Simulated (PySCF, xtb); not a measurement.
Mo(O)(NH)(F)(OH) (FH2MoNO2), SMILES [NH]=[Mo](=[O])([OH])[F], multiplicity 1. One conformer was computed; it need not be the lowest.

Harmonic wavenumbers (cm⁻¹) from xtb with GFN2-xTB at its own minimum, in rising order: 162, 201, 226, 233, 281, 333, 461, 532, 556, 612, 683, 918, 1011, 3448, 3554.

What does B3LYP-D3(BJ)/def2-SVP (PySCF 2.14.0) give at its own minimum? (The exact figures need the calculation; the answer reports its results.)

188, 236, 256, 257, 298, 362, 524, 617, 664, 700, 774, 1003, 1046, 3569, 3846. Paired by order, the mean absolute difference is 75 cm⁻¹ and the zero-point energies are 18.9 and 20.5 kcal/mol.
